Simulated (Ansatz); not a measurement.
`C[O][Sn]([OH])([F])[Cl]` → `[CH2]` (triplet) + `[OH][Sn]([OH])([F])[Cl]`  (formal loss of a carbene)

Isolated molecules relaxed with PBE0-D4/def2-TZVP in Ansatz; ΔE leaves out vibrations. CCSD(T)/CBS is the MP2 limit (def2-TZVPP, def2-QZVPP) plus CCSD(T) − MP2 in def2-TZVPP, frozen cores. This one scheme is used for every species. DFT in def2-TZVPP. HSE06 is defined as in plane-wave codes. Triplets are unrestricted, without spin–orbit coupling. def2 core potentials past Kr. For Sn outer-core shells are correlated without core-valence functions, which leaves a few kJ/mol of doubt a bond. Each species was taken in one conformer, which may not be the lowest.

```csv
level,ΔE (kJ/mol),difference from CCSD(T)/CBS
HSE06-D4,374.1,-2.0
ωB97X-V,389.8,13.7
B2PLYP,369.0,-7.1
HSE06,368.9,-7.2
LC-ωPBE,362.9,-13.2
RPA@PBE/def2-TZVPP,364.9,-11.2
HF/def2-TZVPP,237.0,-139.1
CCSD/def2-TZVPP,354.7,-21.4
SCS-MP2/def2-QZVPP,386.2,10.1
HF/CBS(def2),237.7,-138.4
CCSD(T)/CBS,376.1,0
```

**Question.** What do rigid-rotor, harmonic-oscillator terms from PBE0-D4/def2-TZVP frequencies (298.15 K, 1 bar) make of the CCSD(T)/CBS value? (An estimate is asked.)

**Answer.** Ansatz gave: ΔZPE = -29.4 kJ/mol, ΔH = +352.5 kJ/mol, ΔS = 152 J/(mol·K), ΔG = +307.1 kJ/mol. Open shells count their whole term as degenerate. Modes under 50 cm⁻¹ make the entropy rough.

Largest T1 diagnostic among the species: 0.014.

From PBE to PBE0 (25 % exact exchange), in def2-TZVPP and without D4, ΔE moves by −10.3 kJ/mol. Leaving LDA and LC-ωPBE aside and taking each functional with its dispersion term where it has one, the values, not all of them listed here, spread over 40.9 kJ/mol, from r2SCAN0-D4 to ωB97X-V. LDA lies +68.4 kJ/mol from PBE without D4.

CCSD(T)/CBS has its own doubt, a few kJ/mol and more with outer-core shells, so smaller differences from it don't rank the levels.
